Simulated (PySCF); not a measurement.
## Molecular orbitals of KBe

CAM-B3LYP at R = 3.432 Å; PySCF, no relativity, basis sets K def2-SVP, Be def2-SVP. State: ²Σ⁺ (doublet), unpaired electrons σ ↑. Only the outer orbitals are listed, counted within each symmetry.

```csv
spin,orbital,occ.,ε (eV),on K (%),main shells (%)
α,5σ,1,-40.15,100,100 K s
α,2π,1,-22.61,100,100 K p
α,2π,1,-22.61,100,100 K p
α,6σ,1,-22.57,100,100 K p
α,7σ,1,-7.36,11,89 Be s
α,8σ,1,-3.69,70,"70 K s, 29 Be p"
α,9σ,0,-0.51,61,"39 Be p, 30 K s, 30 K p"
α,3π,0,-0.05,38,"62 Be p, 37 K p"
α,3π,0,-0.05,38,"62 Be p, 37 K p"
β,5σ,1,-40.09,100,100 K s
β,2π,1,-22.57,100,100 K p
β,2π,1,-22.57,100,100 K p
β,6σ,1,-22.53,100,100 K p
β,7σ,1,-7.02,7,90 Be s
β,8σ,0,-0.97,93,88 K s
β,3π,0,0.05,35,"65 Be p, 34 K p"
β,3π,0,0.05,35,"65 Be p, 34 K p"
```

Problem. Which are the highest filled and the lowest empty level, where do they sit, and how wide is the gap?

Solution. Highest filled α 8σ at -3.69 eV (in %: 70 K s, 29 Be p); lowest empty β 8σ at -0.97 eV (in %: 88 K s); the gap at CAM-B3LYP is 2.72 eV.

```
bond order (Mayer)                              : 0.55
⟨S²⟩                                            : 0.777
charge on K (Mulliken, basis-dependent)         : 0.12
charge on K (Löwdin, basis-dependent)           : 0.10
dipole moment (positive dipole means K(−)Be(+)) : -3.44 D
polarisability along the bond                   : 535.3 bohr³
polarisability across the bond                  : 187.4 bohr³
```

The state was picked by a PBE0 search and need not be the measured ground state.
